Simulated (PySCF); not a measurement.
C5H5Cl, SMILES C#CC/C=C/Cl.

Coordinates come from a B3LYP-D3(BJ)/def2-SVP optimisation. The structure was generated by enumeration; whether it is a known compound was not checked. One conformer was computed; it need not be the lowest.

Two levels are set side by side: PBE/def2-TZVP (PySCF) and B3LYP/def2-TZVP (PySCF). Same geometry, gas phase. Differences are taken from unrounded values.

| quantity | B3LYP | PBE | PBE minus B3LYP |
|---|---|---|---|
| orbital gap (eV) | 6.59 | 4.89 | -1.70 |
| highest occupied level (eV) | -7.17 | -6.24 | 0.93 |
| lowest empty level (eV) | -0.58 | -1.35 | -0.77 |
| dipole moment (D) | 1.40 | 1.32 | -0.08 |
| mean polarisability (bohr³) | 71.3 | 72.9 | 1.6 |

PBE's occupied levels lie high since its potential decays too fast outside the molecule; exact exchange lowers them and widens the gap. Differences between two approximate levels are no errors against the true value.

Rough cost on one machine, each run with all the roots and properties that it gave: B3LYP against PBE within a factor of 2.
